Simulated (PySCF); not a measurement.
Bonds broken one at a time in the series Sn F-H. Isolated molecules, 0 K electronic values unless said otherwise. Strings in code marks are SMILES.

The dipole moment from two functionals at the same geometries (PBE0-D3(BJ)/def2-TZVP), both in PySCF: PBE-D3(BJ)/def2-TZVP and ωB97X-D3(BJ)/def2-TZVP. 

```csv
species,ωB97X-D3(BJ)/def2-TZVP (D)
whole molecule (`[F][Sn]([F])([F])[F]`),0.00
radical fragment (`[F][Sn]([F])[F]`),3.18
whole molecule (`[F][SnH]([F])[F]`),3.32
radical fragment (`[SnH3]`),0.33
whole molecule (`[SnH4]`),0.00
```

Problem. What does PBE-D3(BJ)/def2-TZVP give for each?

Solution. 
- whole molecule (`[F][Sn]([F])([F])[F]`): 0.00
- radical fragment (`[F][Sn]([F])[F]`): 2.81
- whole molecule (`[F][SnH]([F])[F]`): 3.12
- radical fragment (`[SnH3]`): 0.27
- whole molecule (`[SnH4]`): 0.00
Over these rows, drawn at random from the members with no instability flagged (it was tested for open shells, ions and some series alone), PBE minus ωB97X-D3(BJ): mean -0.13 D, from -0.37 D to 0.00 D.
